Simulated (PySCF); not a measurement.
C2H3F2, SMILES C[C](F)F, multiplicity 2.

The structure is a stationary point at PBE-D3(BJ)/def2-SVP. The isomer is the one that the SMILES or the coordinates give; other isomers of the formula were not compared.

Computed with PBE-D3(BJ)/def2-SVP (PySCF 2.14.0).

No scaling factor is applied to the harmonic values.

| mode | ν (cm⁻¹) | IR (km/mol) | moving atoms (share of kinetic energy) |
|---|---|---|---|
| 1 | 197 | 0.0 | H 93 % |
| 2 | 365 | 0.2 | F 46 %, H 29 %, C 24 % |
| 3 | 442 | 3.3 | C 48 %, F 27 %, H 25 % |
| 4 | 525 | 3.9 | F 70 %, C 24 % |
| 5 | 852 | 14.9 | F 39 %, C 39 %, H 22 % |
| 6 | 944 | 18.7 | H 58 %, C 25 %, F 17 % |
| 7 | 1041 | 5.2 | C 49 %, H 49 % |
| 8 | 1234 | 228.6 | C 69 %, F 19 %, H 13 % |
| 9 | 1254 | 87.6 | C 51 %, H 36 %, F 13 % |
| 10 | 1354 | 85.7 | C 50 %, H 47 % |
| 11 | 1392 | 6.8 | H 96 % |
| 12 | 1396 | 0.2 | H 94 % |
| 13 | 2926 | 16.8 | H 95 % |
| 14 | 3054 | 3.5 | H 92 % |
| 15 | 3107 | 1.9 | H 90 %, C 10 % |
